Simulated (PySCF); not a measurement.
CH₆AlBiS.
Atom-mapped SMILES: `[CH3:1][S:2][AlH:3][BiH2:4]` (hydrogens: H5, H6, H7 on C1; H8 on Al3; H9, H10 on Bi4)

Geometry (PBE0-D3(BJ)/def2-SVP, Å), atoms numbered from 1 in this order:
```
atom  x, y, z in Å
C1    -1.781   -0.064    0.403
S2    -1.055    1.571    0.045
Al3    1.067    1.210   -0.313
Bi4    2.175   -1.282   -0.134
H5    -2.105   -0.551   -0.526
H6    -1.080   -0.725    0.932
H7    -2.657    0.102    1.044
H8     1.890    2.530   -0.638
H9     0.698   -1.908   -0.949
H10    2.900   -0.905   -1.737
```

Theory: PySCF, PBE0-D3(BJ)/def2-SVP geometry optimisation, gas phase, def2 core potentials past Kr.

Masses are those of the commonest isotopes; rigid-rotor values at the optimised geometry. The values belong to one conformer with, in the numbering `[CH3:1][S:2][AlH:3][BiH2:4]`, C1–S2–Al3–Bi4 -1°, S2–Al3–Bi4–H 40° and 131°.

Question: Give the principal moments of inertia and the rotational constants in MHz.

Answer: Ia = 101.02, Ib = 744.27, Ic = 835.64 u·Å²; 505379 MHz·u·Å²/I gives A = 5003, B = 679.0, C = 604.8 MHz.

Question: Classify the top.

Answer: A near-prolate asymmetric top: κ = (2 × 679.0 − 5003 − 604.8)/(5003 − 604.8) = -0.97.

Question: What does the inertial defect say?

Answer: Not planar: Δ = Ic − Ia − Ib = -9.65 u·Å². For a rigid frame Δ = −2 Σ m c², so Σ m c² = 4.83 u·Å² lies off the ab plane: 4.79 from hydrogen and 0.04 from heavier atoms. The atom farthest from that plane is 1.36 Å away.

Question: Give the other two planar moments, Paa and Pbb, and the rms extents of the mass along the axes.

Answer: Paa = Σ m a² = (Ib + Ic − Ia)/2 = 739.44 and Pbb = Σ m b² = (Ia + Ic − Ib)/2 = 96.20 u·Å². With the mass M = 285.98 u, the rms extents √(P/M) along a, b and c are 1.61, 0.58, 0.13 Å.

Question: Where do the levels up to J = 4 lie, in MHz?

Answer: Above 0(0,0):
J = 1: 1(0,1) 1284, 1(1,1) 5607, 1(1,0) 5682
J = 2: 2(0,2) 3850, 2(1,2) 8101, 2(1,1) 8324, 2(2,1) 21294, 2(2,0) 21295
J = 3: 3(0,3) 7698, 3(1,3) 11840, 3(1,2) 12286, 3(2,2) 25146, 3(2,1) 25150, 3(3,1) 46950, 3(3,0) 46950
J = 4: 4(0,4) 12824, 4(1,4) 16825, 4(1,3) 17568, 4(2,3) 30280, 4(2,2) 30294, 4(3,2) 52087, 4(3,1) 52087, 4(4,1) 82610, 4(4,0) 82610

Question: Which types of transition are allowed, and where do some lines up to J = 5 fall?

Answer: The dipole components are |μa| = 1.13 D, |μb| = 1.42 D, |μc| = 0.67 D. The squared components, which scale the intensities, stand as 0.63 : 1.00 : 0.22 (a : b : c). Some of the stronger lines:

```json
{"type": "c", "branch": "Q", "J(Ka,Kc)": "2(1,2) ← 2(0,2)", "MHz": "4250", "lower level (cm⁻¹)": "0.128"}
{"type": "c", "branch": "Q", "J(Ka,Kc)": "1(1,1) ← 1(0,1)", "MHz": "4324", "lower level (cm⁻¹)": "0.043"}
{"type": "a", "branch": "R", "J(Ka,Kc)": "5(1,5) ← 4(1,4)", "MHz": "6229", "lower level (cm⁻¹)": "0.561"}
{"type": "a", "branch": "R", "J(Ka,Kc)": "5(4,2) ← 4(4,1)", "MHz": "6421", "lower level (cm⁻¹)": "2.756"}
{"type": "b", "branch": "R", "J(Ka,Kc)": "3(1,3) ← 2(0,2)", "MHz": "7990", "lower level (cm⁻¹)": "0.128"}
{"type": "b", "branch": "R", "J(Ka,Kc)": "3(2,1) ← 2(1,2)", "MHz": "17050", "lower level (cm⁻¹)": "0.270"}
{"type": "b", "branch": "R", "J(Ka,Kc)": "5(2,4) ← 4(1,3)", "MHz": "19130", "lower level (cm⁻¹)": "0.586"}
{"type": "b", "branch": "R", "J(Ka,Kc)": "5(2,3) ← 4(1,4)", "MHz": "19905", "lower level (cm⁻¹)": "0.561"}
{"type": "b", "branch": "Q", "J(Ka,Kc)": "4(3,2) ← 4(2,3)", "MHz": "21807", "lower level (cm⁻¹)": "1.010"}
{"type": "b", "branch": "Q", "J(Ka,Kc)": "5(3,3) ← 5(2,4)", "MHz": "21812", "lower level (cm⁻¹)": "1.224"}
{"type": "b", "branch": "R", "J(Ka,Kc)": "4(3,1) ← 3(2,2)", "MHz": "26941", "lower level (cm⁻¹)": "0.839"}
{"type": "c", "branch": "R", "J(Ka,Kc)": "5(3,2) ← 4(2,2)", "MHz": "28215", "lower level (cm⁻¹)": "1.011"}
{"type": "b", "branch": "R", "J(Ka,Kc)": "4(4,1) ← 3(3,0)", "MHz": "35660", "lower level (cm⁻¹)": "1.566"}
{"type": "b", "branch": "R", "J(Ka,Kc)": "4(4,0) ← 3(3,1)", "MHz": "35660", "lower level (cm⁻¹)": "1.566"}
{"type": "b", "branch": "R", "J(Ka,Kc)": "5(4,1) ← 4(3,2)", "MHz": "36944", "lower level (cm⁻¹)": "1.737"}
```

PBE0-D3(BJ)/def2-SVP frequencies: not computed here. Zero-point vibration and centrifugal distortion are left out. A rigid rotor knows nothing of internal rotation, which can split or shift real lines. Quadrupole hyperfine structure (27Al) is left out.

The run took 54 s of wall time on AMD EPYC 9R45, one thread, no GPU, shared host, and the process peaked at 0.47 GiB of memory. These figures are those of the optimisation.
